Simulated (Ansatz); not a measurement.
Gas-phase electronic energies from Ansatz, PBE0-D4/def2-TZVP geometries. CCSD(T)/CBS adds triple-zeta CCSD(T) − MP2 to the extrapolated MP2 energy (def2 sets, frozen cores). DFT in def2-TZVPP. B3LYP here is the variant with VWN-RPA as its local correlation; programs differ in this. def2 core potentials past Kr. For I outer-core shells are correlated without core-valence functions, which leaves a few kJ/mol of doubt a bond. One conformer a species, not always the lowest.

Consider the formal exchange of groups at a C–I bond: `Cl[SiH2]CI` + `O[SiH2]O` → `O[SiH](O)C[SiH2]Cl` + HI.

`Cl[SiH2]CI`:

Z-matrix (Å, degrees):
```
Si
C 1 1.866
Cl 1 2.049 2 109.8
H 1 1.485 2 109.2 3 -117.8
H 1 1.479 2 110.4 3 120.1
I 2 2.137 1 111.1 3 -65.2
H 2 1.090 1 111.2 3 176.5
H 2 1.089 1 112.3 3 54.0
```

`O[SiH2]O`:

```xyz
7

O    -1.291    0.620   -0.229
Si    0.036   -0.096    0.421
O     1.213   -0.414   -0.679
H    -1.192    1.504   -0.585
H     0.702    0.789    1.405
H    -0.491   -1.340    1.026
H     1.024   -1.063   -1.359
```

`O[SiH](O)C[SiH2]Cl`:

Z-matrix (Å, degrees):
```
Si
O 1 1.637
C 1 1.862 2 112.1
O 1 1.645 2 113.4 3 117.1
H 1 1.482 2 104.2 3 -122.1
H 2 0.962 1 116.0 3 -48.7
Si 3 1.856 1 115.5 2 71.2
H 3 1.097 1 108.7 2 -168.8
H 3 1.095 1 108.9 2 -52.1
H 4 0.958 1 117.9 2 57.9
Cl 7 2.079 3 109.5 1 -50.6
H 7 1.483 3 112.1 1 -167.5
H 7 1.479 3 112.3 1 68.1
```

HI:

Cartesian coordinates in Å:
```
I 0.293 0.680 0.315
H -0.293 -0.680 -0.315
```

| level | ΔE (kJ/mol) | difference from CCSD(T)/CBS |
| --- | --- | --- |
| PBE-D4 | -77.2 | -6.8 |
| r2SCAN-D4 | -82.3 | -11.9 |
| PBE0-D4 | -80.9 | -10.5 |
| B3LYP-D4 | -76.7 | -6.3 |
| ωB97X-V | -78.9 | -8.5 |
| ωB97M-V | -81.8 | -11.4 |
| B2PLYP | -70.7 | -0.3 |
| PBE | -72.1 | -1.7 |
| r2SCAN | -80.3 | -9.9 |
| PBE0 | -76.3 | -5.9 |
| B3LYP | -69.2 | 1.2 |
| HF/def2-TZVPP | -69.4 | 1.0 |
| MP2/def2-TZVPP | -72.0 | -1.6 |
| SCS-MP2/def2-TZVPP | -67.6 | 2.8 |
| CCSD/def2-TZVPP | -76.4 | -6.0 |
| CCSD(T)/def2-TZVPP | -75.8 | -5.4 |
| HF/def2-QZVPP | -68.3 | 2.1 |
| MP2/def2-QZVPP | -68.6 | 1.8 |
| SCS-MP2/def2-QZVPP | -64.7 | 5.7 |
| HF/CBS(def2) | -68.2 | 2.2 |
| MP2/CBS(def2) | -66.6 | 3.8 |
| CCSD/CBS(def2) | -70.9 | -0.5 |
| CCSD(T)/CBS | -70.4 | 0 |

Largest T1 diagnostic among the species: 0.011.

From PBE to PBE0 (25 % exact exchange), in def2-TZVPP and without D4, ΔE moves by −4.2 kJ/mol. The D4 term adds −7.4 kJ/mol with B3LYP and −4.6 kJ/mol with PBE0; it sums over pairs of atoms, weighted by their polarisabilities, and B3LYP, whose exchange is more repulsive, gets the larger term.
